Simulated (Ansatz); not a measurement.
Isolated molecules relaxed with PBE0-D4/def2-TZVP in Ansatz; ΔE leaves out vibrations. CCSD(T)/CBS adds triple-zeta CCSD(T) − MP2 to the extrapolated MP2 energy (def2 sets, frozen cores). Functionals use def2-TZVPP. B3LYP here is the variant with VWN-RPA as its local correlation; programs differ in this. One conformer a species, not always the lowest.

`[SiH3][SiH]1[CH2][AlH]1` + `OC(S)S` → `OC(S)S[SiH3]` + `[CH2]1[AlH][SiH2]1`  (cleavage of the Si–Si bond)

CCSD(T)/CBS gives -42.8 kJ/mol.

Task: Another level gave -40.6 kJ/mol. Which?
A. B3LYP/def2-TZVPP
B. ωB97M-V/def2-TZVPP
C. PBE-D4/def2-TZVPP
D. HF/def2-TZVPP

Result: A. B3LYP -40.6, HF/def2-TZVPP -51.7, PBE-D4 -32.0, ωB97M-V -46.2 kJ/mol.

Largest T1 diagnostic among the species: 0.014.

In def2-TZVPP, CCSD(T) changes the Hartree–Fock value by +10.8 kJ/mol (the triples alone add +0.9 kJ/mol) and MP2 by +3.5 kJ/mol. From PBE to PBE0 (25 % exact exchange), in def2-TZVPP and without D4, ΔE moves by −3.5 kJ/mol.
